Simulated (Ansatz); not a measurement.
System: dibromo(diethyl)silane, C₄H₁₀Br₂Si, net charge 0, singlet state. 
Coordinates optimised at B3LYP-D3(BJ)/def2-TZVP (Ansatz, a program for electronic structure):
SMILES: Br[Si](CC)(CC)Br
```xyz
17

C     -1.9805    -2.2027     0.8762
C     -1.3052    -1.5578    -0.3401
Si     0.0072    -0.3080     0.1043
Br    -0.9629     1.4133     1.1675
Br     0.9193     0.4528    -1.7993
C      1.3644    -0.9749     1.1976
C      2.0832    -2.1968     0.6133
H     -1.2599    -2.7346     1.5007
H     -2.7384    -2.9232     0.5645
H     -2.4697    -1.4537     1.5004
H     -0.8250    -2.3169    -0.9653
H     -2.0417    -1.0602    -0.9753
H      2.0702    -0.1635     1.3896
H      0.9075    -1.2177     2.1620
H      2.5495    -1.9611    -0.3442
H      1.3945    -3.0282     0.4504
H      2.8661    -2.5475     1.2877
```
Charge 0, spin multiplicity 1.

Dipole moments at this geometry, in debye (magnitudes).

```
level                 program  dipole (D)
--------------------  -------  ----------
SVWN5/def2-TZVPD       Ansatz           …
r2SCAN/def2-TZVPD      Ansatz        2.69
B97M-V/def2-TZVPD      Ansatz        2.64
r2SCAN0/def2-TZVPD     Ansatz        2.74
HSE06/def2-TZVPD       Ansatz        2.70
CAM-B3LYP/def2-TZVPD   Ansatz        2.71
wB97M-V/def2-TZVPD     Ansatz        2.68
wB97X-V/def2-TZVPD     Ansatz        2.70
CCSD(T)/def2-SVPD      Ansatz           …
```

Task: Some entries are withheld; supply them.

Result: 
- SVWN5/def2-TZVPD, dipole (D): 2.70
- CCSD(T)/def2-SVPD, dipole (D): 2.60
